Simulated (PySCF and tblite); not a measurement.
Results of a calculation; reference values are marked as such.
4 diastereomers of C₁₂H₂₀, numbered alike:

| isomer | SMILES | descriptors (one enantiomer) |
| --- | --- | --- |
| A | [CH2:1]=[CH:2][C@@H:3]([CH3:4])[CH2:5][C@@H:6]([CH:7]=[CH2:8])[C@H:9]([CH3:10])[CH:11]=[CH2:12] | 3S, 6S, 9R |
| B | [CH2:1]=[CH:2][C@H:3]([CH3:4])[CH2:5][C@H:6]([CH:7]=[CH2:8])[C@H:9]([CH3:10])[CH:11]=[CH2:12] | 3R, 6R, 9R |
| C | [CH2:1]=[CH:2][C@H:3]([CH3:4])[CH2:5][C@@H:6]([CH:7]=[CH2:8])[C@H:9]([CH3:10])[CH:11]=[CH2:12] | 3R, 6S, 9R |
| D | [CH2:1]=[CH:2][C@@H:3]([CH3:4])[CH2:5][C@H:6]([CH:7]=[CH2:8])[C@H:9]([CH3:10])[CH:11]=[CH2:12] | 3S, 6R, 9R |

Each isomer is a Boltzmann average at 298.15 K over at most 5 conformers: GFN2-xTB geometries, energies PBE0/6-31G* (D3(BJ) added where defined), GIAO shieldings PBE0/6-31G*, GFN2-xTB thermal terms. Programs: PySCF with density fitting and tblite.

What shifts does each isomer give (ppm; of two unlike H on one atom, a is the less shielded)?


A: ¹H (against TMS): 5.98 (H11, 1H), 5.85 (H2, 1H), 5.84 (H7, 1H), 5.32 (H8a, 1H), 5.25 (H1a, 1H), 5.21 (H8b, 1H), 5.21 (H12a, 1H), 5.07 (H1b, 1H), 5.06 (H12b, 1H), 2.62 (H3, 1H), 2.33 (H6, 1H), 2.12 (H9, 1H), 1.80 (H5a, 1H), 1.23 (H5b, 1H), 1.07 (H10, 3H), 1.04 (H4, 3H). ¹³C (against TMS): 138.3 (C11), 138.3 (C2), 136.1 (C7), 113.1 (C8), 110.5 (C12), 110.1 (C1), 48.8 (C6), 45.5 (C9), 40.2 (C5), 38.6 (C3), 23.2 (C4), 21.2 (C10).

B: ¹H (against TMS): 6.04 (H11, 1H), 5.95 (H7, 1H), 5.83 (H2, 1H), 5.29 (H8a, 1H), 5.28 (H8b, 1H), 5.24 (H1a, 1H), 5.20 (H12a, 1H), 5.09 (H12b, 1H), 5.04 (H1b, 1H), 2.54 (H6, 1H), 2.51 (H3, 1H), 2.29 (H9, 1H), 1.86 (H5a, 1H), 1.19 (H5b, 1H), 1.11 (H10, 3H), 1.06 (H4, 3H). ¹³C (against TMS): 137.9 (C2), 135.6 (C11), 134.1 (C7), 113.6 (C8), 110.8 (C12), 110.2 (C1), 48.8 (C6), 45.9 (C9), 40.7 (C5), 38.8 (C3), 23.0 (C4), 20.1 (C10).

C: ¹H (against TMS): 6.16 (H2, 1H), 5.96 (H11, 1H), 5.89 (H7, 1H), 5.30 (H8a, 1H), 5.22 (H12a, 1H), 5.19 (H8b, 1H), 5.08 (H1a, 1H), 5.07 (H12b, 1H), 4.94 (H1b, 1H), 2.49 (H3, 1H), 2.16 (H6, 1H), 2.11 (H9, 1H), 1.77 (H5a, 1H), 1.38 (H5b, 1H), 1.12 (H10, 3H), 0.98 (H4, 3H). ¹³C (against TMS): 139.3 (C2), 137.7 (C11), 136.4 (C7), 112.1 (C8), 110.7 (C12), 107.3 (C1), 48.3 (C6), 46.0 (C9), 40.9 (C5), 37.4 (C3), 21.8 (C10), 19.1 (C4).

D: ¹H (against TMS): 6.04 (H7, 1H), 5.99 (H11, 1H), 5.98 (H2, 1H), 5.21 (H12a, 1H), 5.20 (H1a, 1H), 5.20 (H8a, 1H), 5.17 (H8b, 1H), 5.16 (H12b, 1H), 5.01 (H1b, 1H), 2.52 (H3, 1H), 2.46 (H9, 1H), 2.44 (H6, 1H), 1.79 (H5a, 1H), 1.46 (H5b, 1H), 1.13 (H10, 3H), 1.06 (H4, 3H). ¹³C (against TMS): 138.8 (C2), 135.1 (C11), 134.2 (C7), 111.9 (C8), 111.5 (C12), 109.2 (C1), 47.6 (C6), 42.0 (C9), 39.5 (C5), 38.6 (C3), 22.1 (C4), 20.5 (C10).

Which carbons tell the isomers apart best?

C4: 23.2 in A, 23.0 in B, 19.1 in C, 22.1 in D; C9: 45.5 in A, 45.9 in B, 46.0 in C, 42.0 in D; C11: 138.3 in A, 135.6 in B, 137.7 in C, 135.1 in D ppm.

The conformer set may be incomplete (the search or the number kept was capped). Shifts are unscaled: against experiment ¹³C can be off by 15 ppm or more and ¹H by 0.8 ppm.
